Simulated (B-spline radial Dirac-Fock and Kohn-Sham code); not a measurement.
# Eu: input and output of one calculation

ΔSCF core binding energies without Breit or QED terms, calculated with a radial B-spline solver. Keys: rel is the Hamiltonian (dirac, or spin-free x2c and nr, where L3 and M5 stand for the whole 2p and 3d shells), method is hf or an exchange,correlation pair (spin-unpolarised, also for the hole states), nuc the nuclear model, radius_factor scales its radius, rmax is the box in bohr, h the logarithmic mesh step, order the B-spline order, points the quadrature points per cell, c_factor scales the speed of light, and damp, ndamp, maxit and tol steer the iteration. The run stops when the commutator error falls below 10·tol·max(1, Z/10), or the numerical noise floor, and the energy has settled to about 1e-8 Ha; the virial ratio is −V/T.

Input (task.json):

```json
{"items": [{"Z": 63, "q": 0, "cfg": [[1, 0, 2], [2, 0, 2], [2, 1, 6], [3, 0, 2], [3, 1, 6], [3, 2, 10], [4, 0, 2], [4, 1, 6], [4, 2, 10], [4, 3, 7], [5, 0, 2], [5, 1, 6], [6, 0, 2]], "A": 153, "rrms": 5.1115, "do": "settings", "holes": ["K", "L3", "M5"],
  "settings": [{"rel": "dirac", "method": "hf", "nuc": "fermi", "radius_factor": 1.0, "rmax": 45.0, "h": 0.3, "order": 4, "points": 10, "c_factor": 1.0, "maxit": 83, "damp": 0.5, "ndamp": 3, "tol": 1e-08}]}]}
```

Command: `python xray2_run.py task.json out`

Ground-state iterations:

```
iter   energy (Ha)        error
   1   -10818.58406388  2.02e+00
   2   -10825.53094081  1.16e+00
   3   -10845.13935537  2.51e-01
   4   -10846.22606691  7.30e-02
   5   -10846.40847350  3.30e-02
   6   -10846.42026562  6.15e-03
   7   -10846.42236020  7.36e-03
   8   -10846.42343725  1.49e-03
   9   -10846.42352785  1.96e-04
  10   -10846.42353088  6.34e-05
  11   -10846.42353105  5.24e-06
  12   -10846.42353106  9.92e-07
  13   -10846.42353106  1.95e-07
```

The ground state converged in 13 iterations, with total energy -10846.42353 Ha, virial ratio 1.91988 and highest orbital energy -4.93 eV. ΔSCF binding energies: K (1s) 48725.6 eV, L3 (2p3/2) 6996.3 eV, M5 (3d5/2) 1137.1 eV.

Problem. One setting is unsound. Which, and why?

Solution. order is too low for an accurate radial basis. With the default settings (Dirac Hartree-Fock): The ground state converged in 13 iterations, with total energy -10846.48249 Ha, virial ratio 1.91988 and highest orbital energy -4.93 eV. ΔSCF binding energies: K (1s) 48725.6 eV, L3 (2p3/2) 6996.3 eV, M5 (3d5/2) 1137.1 eV.
